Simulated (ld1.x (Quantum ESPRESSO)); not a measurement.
## Transferability test, TM potential for platinum (Pt)

* Element: Pt (Z = 78)
* Generator: ld1.x (Quantum ESPRESSO) 7.5
* Type: norm-conserving Troullier–Martins (Kleinman–Bylander form)
* Functional: PBE
* Relativity: scalar-relativistic
* Frozen core: [Kr] 4d10 4f14 5s2
* Valence charge: 16
* Reference configuration: 5p6 5d9 6s0 6p0 (charge +1)
* Partial waves: 5p (bound): rc 1.70 bohr; 5d (bound): rc 1.90 bohr; 6s (bound, empty): rc 1.85 bohr
* Local potential: the s channel
* Core correction: none

Energies are relative to the spin-unpolarised reference configuration 5p6 5d9 6s0 6p0; without spin polarisation the order of configurations can differ from experiment. The frozen-core shift is the all-electron ΔE with the core orbitals held at their reference shape minus the fully relaxed ΔE.

**Question.** Give the all-electron excitation energy and the error of the potential for: 5p6 5d9 6s1 6p0; 5p6 5d8 6s0 6p0; 5p6 5d7 6s0 6p0; 5p6 5d9 6s0.5 6p0; 5p6 5d8 6s2 6p0; 5p6 5d8 6s1 6p1; 5p6 5d9 6s0 6p1.

**Answer.**

```
valence configuration  charge  ΔE all-electron (eV)  error AE − PS (meV)  frozen-core shift (meV)
      5p6 5d9 6s1 6p0       0                -9.194                 -0.8                     -3.6
      5p6 5d8 6s0 6p0      +2                19.966                  -35                     +3.0
      5p6 5d7 6s0 6p0      +3                52.182                 -170                      +25
    5p6 5d9 6s0.5 6p0    +0.5                -5.500                 +0.7                     -2.0
      5p6 5d8 6s2 6p0       0                -8.189                  -49                     -4.8
      5p6 5d8 6s1 6p1       0                -2.626                 -539                     -4.0
      5p6 5d9 6s0 6p1       0                -4.145                 -386                     -2.0
```

A variational frozen-core shift is positive and of second order in the change. This column holds negative values, so the frozen-core run of ld1.x carries numerical noise or an error of first order here, and the column gives no more than the rough size of the effect.
